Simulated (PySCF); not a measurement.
**Pt: excitation energy**

Pt [Xe] 4f14 5d9 6s1 (3D) → Pt [Xe] 4f14 5d9 6p1 (high-spin determinant), as a difference of total energies. Computed with PySCF 2.14 in x2c-TZVPPall (11s7p7d3f1g, 97 functions), with the spin-free X2C one-electron Hamiltonian (Gaussian nucleus). Correlated levels: valence: [Xe] 4f14 frozen; valence and next inner shell: [Kr] 4d10 4f14 frozen. The calculations carry no spin-orbit coupling.

```json
{"method": "UHF", "excitation energy (eV)": "4.047"}
{"method": "LDA", "excitation energy (eV)": "5.031"}
{"method": "PBE", "excitation energy (eV)": "4.840"}
{"method": "PBE0", "excitation energy (eV)": "4.703"}
{"method": "r2SCAN", "excitation energy (eV)": "4.918"}
{"method": "PBEsol", "excitation energy (eV)": "4.902"}
{"method": "LC-wPBE", "excitation energy (eV)": "4.558"}
{"method": "MN15", "excitation energy (eV)": "4.704"}
{"method": "MP2 (valence)", "excitation energy (eV)": "4.756"}
{"method": "SCS-MP2 (valence)", "excitation energy (eV)": "4.679"}
{"method": "MP2 (valence and next inner shell)", "excitation energy (eV)": "4.883"}
{"method": "SCS-MP2 (valence and next inner shell)", "excitation energy (eV)": "4.768"}
```

Task: How much does correlation contribute at MP2 (valence and next inner shell)?

Result: 4.883 − (4.047) = 0.836 eV, measured against UHF.

A first-order spin-orbit estimate (lowest level to lowest level, LS coupling) adds 0.149 eV.

The basis was made for the ground configuration and has no added diffuse functions, so the excitation energy can come out too high.

The determinant of the upper state mixes LS terms, which raises its energy above the lowest term, most at the Hartree-Fock and MP2 levels.
